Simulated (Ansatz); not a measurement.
Geometry optimisation, RKS PBE0/def2-SVP (Ansatz 0.2.0).

The input (input.yaml):

```yaml
crystal:
  periodic: [false, false, false]
  atoms:
    - { symbol: Si, position_ang: [-0.094136, 0.061546, -0.164096] }
    - { symbol: F, position_ang: [-0.200151, 0.033908, 1.455497] }
    - { symbol: "N", position_ang: [1.555162, 0.059033, -0.619356] }
    - { symbol: H, position_ang: [2.225043, -0.604282, -0.244475] }
    - { symbol: H, position_ang: [1.980626, 0.86541, -1.062342] }
    - { symbol: "N", position_ang: [-0.755093, 1.498873, -0.824203] }
    - { symbol: H, position_ang: [-1.765686, 1.581693, -0.843312] }
    - { symbol: H, position_ang: [-0.322052, 2.403367, -0.676903] }
    - { symbol: "N", position_ang: [-1.125363, -1.228631, -0.632976] }
    - { symbol: H, position_ang: [-1.116812, -2.071599, -0.065088] }
    - { symbol: H, position_ang: [-1.143995, -1.47262, -1.619133] }
    - { symbol: Cl, position_ang: [1.264425, -2.644251, 1.255985] }
    - { symbol: H, position_ang: [0.865431, -1.676947, 2.081501] }
basis:
  gaussian: { orbitals: def2-SVP }
hamiltonian:
  xc: pbe0
relax:
  f_tol: 0.03
  max_steps: 50
output:
  orbitals: {}
```

Run as:

```bash
$ ansatz run input.yaml --threads 4 --pin off --max-ram 5120MiB --backend cpu --events-out ev --progress --plain --runs-dir out
```

**Question.** Where does it end, and by what steps?

**Answer.** The run converged. The force dipped under the threshold on the way, but the program's further checks kept it going. After 21 steps the energy has fallen by 0.226 eV; Cl12 moved furthest, 1.01 Å.

```
step  energy less start (eV)  largest force component (eV/Å)  accepted
   0                  0.0000                           1.127       yes
   1                 -0.0845                           0.852       yes
   2                 -0.1407                           0.316       yes
   3                 -0.1755                           0.254       yes
   4                 -0.1787                           0.387       yes
   5                 -0.1873                           0.098       yes
   6                 -0.1849                           0.579        no
   7                 -0.1938                           0.077       yes
   8                 -0.1991                           0.318       yes
   9                 -0.2112                           0.141       yes
  10                 -0.2126                           0.669       yes
  11                 -0.2193                           0.157       yes
  12                 -0.2200                           0.116       yes
  13                 -0.2157                           0.420        no
  14                 -0.2237                           0.066       yes
  15                 -0.2244                           0.062       yes
  16                 -0.2248                           0.058       yes
  17                 -0.2251                           0.022       yes
  18                 -0.2253                           0.021       yes
  19                 -0.2255                           0.029       yes
  20                 -0.2252                           0.097        no
  21                 -0.2257                           0.016       yes
```

```xyz
13
Properties=species:S:1:pos:R:3
Si -0.164 0.034 -0.232
F -0.241 -0.353 1.378
N 1.530 0.091 -0.484
H 2.123 -0.584 -0.010
H 1.901 0.334 -1.395
N -0.783 1.552 -0.676
H -1.780 1.711 -0.746
H -0.257 2.401 -0.512
N -1.215 -1.146 -0.901
H -1.245 -2.074 -0.494
H -1.374 -1.180 -1.901
Cl 1.905 -2.442 2.012
H 0.967 -1.539 2.001
```

Whether the end is a true minimum wasn't checked by a vibrational analysis.

Run time: 30 s on 4 threads of Intel(R) Xeon(R) 6975P-C (Granite Rapids) (shared host), peak memory 0.34 GiB.
